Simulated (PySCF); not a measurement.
CH6GeN (calculated)

Computed with PySCF 2.14.0. Calculation on a computer-drawn molecule: the log of a Hartree-Fock and frozen-core CCSD(T) single point meant for a local Hartree-Fock minimum, with one planted fault or none, to be diagnosed. Offsets are logged minus clean, where the clean run is the same molecule without the fault. The reference is restricted for singlets and unrestricted otherwise, and also for a bond in bohr or an excited solution. Adding or removing an electron swaps singlet and doublet. The excited solution moves the top pair (singlet) or top alpha electron (doublet) to the lowest empty orbital. Highest occupied and lowest empty are orbital energies over both spins, largest force is the largest gradient component, triples share is (T) over the correlation energy, the T1 limit is 0.02 restricted and 0.045 unrestricted, electrons count all cores, a negative frequency is imaginary (commonest isotopes), and the dipole is about the centre of nuclear charge; on germanium a core potential holds 10 electrons, which the energies leave out, and 3d is frozen in MP2 and coupled-cluster steps.

```xyz
9
formula=CH6GeN meant_charge=1 meant_multiplicity=1 meant_basis=cc-pVDZ meant_basis_and_core_potential_on_germanium=cc-pVDZ-PP_ECP10MDF logged_electrons=50 logged_basis_functions=81 logged_SCF_converged=yes logged_spin_squared=0 logged_highest_occupied=-9.4713 logged_lowest_empty=-12.899 logged_largest_force=0.23086 logged_CC_converged=no logged_dipole_magnitude=10.676 logged_SCF_stable_within_its_kind=no logged_energy_HF=-388.34437 possible_faults=no_fault,one_electron_removed,one_electron_added,multiplicity_raised_by_two,geometry_at_a_saddle_point,SCF_held_on_an_excited_solution,minimal_basis_STO-3G,one_bond_length_entered_in_bohr,all_coordinates_scaled
C     -1.2584    -0.9420     0.1087
Ge    -0.1449     0.3674     0.9542
N      1.2726    -0.1068     1.8317
H     -2.2622    -0.8681     0.5312
H     -0.8549    -1.9406     0.2659
H     -1.3098    -0.7172    -0.9582
H     -0.3836     1.8573     0.9383
H      1.5712    -1.0608     1.9364
H      1.8807     0.5508     2.2885
```

Units: logged_highest_occupied, logged_lowest_empty in eV; logged_largest_force in hartree/bohr; logged_dipole_magnitude in debye; logged_energy_HF in hartree.

Drawn bonds:
```tsv
atom	other atom	order
1	2	1
2	3	1
1	4	1
1	5	1
1	6	1
2	7	1
3	8	1
3	9	1
```

Notes: CCSD not converged.

Questions
1. Which fault was planted in the run of CH6GeN?

Calculated values
1. SCF held on an excited solution

Further results for CH6GeN:

| Item | Value |
| --- | --- |
| HF energy offset from clean run | 385.8 kcal/mol |
